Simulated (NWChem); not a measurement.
Species: AlH anion, doublet; SMILES of the neutral closed-shell parent [AlH]

Results from NWChem. Spin-unrestricted. The state is orbitally degenerate and is run as one real component. Sets without diffuse functions describe the anion's extra electron poorly. This spin state was assumed; another may lie lower. No stability test was run on the SCF state. The highest occupied level is positive in some or all of these runs, so the extra electron may be held by the finite basis. Each level has its own optimisation; frequencies are unscaled.

For level CAM-B3LYP/def2-SVP:

- r Al–H (Å): 1.690
- highest harmonic frequency (cm⁻¹): 1515

Question: What are these values for level B3LYP/def2-SVPD?

Answer: The r Al–H (Å) comes out as 1.758. The highest harmonic frequency (cm⁻¹) is 1274.
